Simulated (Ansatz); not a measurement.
Consider the redistribution: `BN[SiH2]O` + `OC[Si](O)(O)O` → `BN[SiH2]CO` + `O[Si](O)(O)O`.

Calculated with Ansatz (gas phase, PBE0-D4/def2-TZVP geometries, no zero-point term in ΔE). CCSD(T)/CBS adds triple-zeta CCSD(T) − MP2 to the extrapolated MP2 energy (def2 sets, frozen cores). This one scheme is used for every species. Each species was taken in one conformer, which may not be the lowest.

```tsv
level	ΔE (kJ/mol)
MP2/def2-TZVPP	-7.7
HF/def2-QZVPP	-13.1
```

(1) What does CCSD(T)/CBS give? (Best estimate.)

Largest T1 diagnostic among the species: 0.012.

Results:

(1) Ansatz gave: -8.9 kJ/mol. The listed levels differ from it by 1.2, -4.2 kJ/mol.

In def2-TZVPP, CCSD(T) changes the Hartree–Fock value by +3.4 kJ/mol (the triples alone add +0.7 kJ/mol) and MP2 by +5.1 kJ/mol.
